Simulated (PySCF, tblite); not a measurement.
Isomers of C5H8O3SSi. Computed with GFN2-xTB (tblite): harmonic, unscaled wavenumbers at the GFN2-xTB geometry, gas phase. This tight-binding method is rough: wavenumbers can miss measured ones by several per cent, in bad cases by 10 to 20. Modes of hydrogen on silicon can be 10 to 20 % off. One conformer each.

Electronic energies: PBE0/pcSseg-1 single points on the GFN2-xTB geometries (PySCF, gas phase).

| SMILES | electronic energy, lowest = 0 (kcal/mol) |
| --- | --- |
| C=C(OC=O)[SiH2]OC(C)=S | 31.3 |
| O=CO/C=C/[Si@@H]1OCCS1 | 0.0 |
| C=C([SiH2]OC(C)=S)C(=O)O | 9.3 |

Problem. How do GFN2-xTB zero-point energies change the relative energies?

Solution. 
```json
{"SMILES": "O=CO/C=C/[Si@@H]1OCCS1", "ZPE (kcal/mol)": "78.4", "of it from modes above 1550 cm⁻¹": "38.1", "electronic (kcal/mol)": "0.0", "with ZPE, lowest = 0 (kcal/mol)": "0.0", "lowest mode (cm⁻¹)": "22", "rings": "1"}
{"SMILES": "C=C([SiH2]OC(C)=S)C(=O)O", "ZPE (kcal/mol)": "75.3", "of it from modes above 1550 cm⁻¹": "38.3", "electronic (kcal/mol)": "9.3", "with ZPE, lowest = 0 (kcal/mol)": "6.2", "lowest mode (cm⁻¹)": "27", "rings": "0"}
{"SMILES": "C=C(OC=O)[SiH2]OC(C)=S", "ZPE (kcal/mol)": "75.4", "of it from modes above 1550 cm⁻¹": "37.5", "electronic (kcal/mol)": "31.3", "with ZPE, lowest = 0 (kcal/mol)": "28.3", "lowest mode (cm⁻¹)": "7i", "rings": "0"}
```

The zero-point energies span 3.1 kcal/mol, from `C=C([SiH2]OC(C)=S)C(=O)O` to `O=CO/C=C/[Si@@H]1OCCS1`. Slightly imaginary modes are left out of the zero-point energy: `C=C(OC=O)[SiH2]OC(C)=S` 7.2i cm⁻¹. The order is unchanged.

Problem. And how do the electronic energies of GFN2-xTB itself compare?

Solution. `O=CO/C=C/[Si@@H]1OCCS1` 0.0; `C=C([SiH2]OC(C)=S)C(=O)O` 9.9; `C=C(OC=O)[SiH2]OC(C)=S` 14.4 kcal/mol, lowest = 0. Against the energies above, taken from the same isomer `O=CO/C=C/[Si@@H]1OCCS1`, the largest difference is 16.9 kcal/mol.
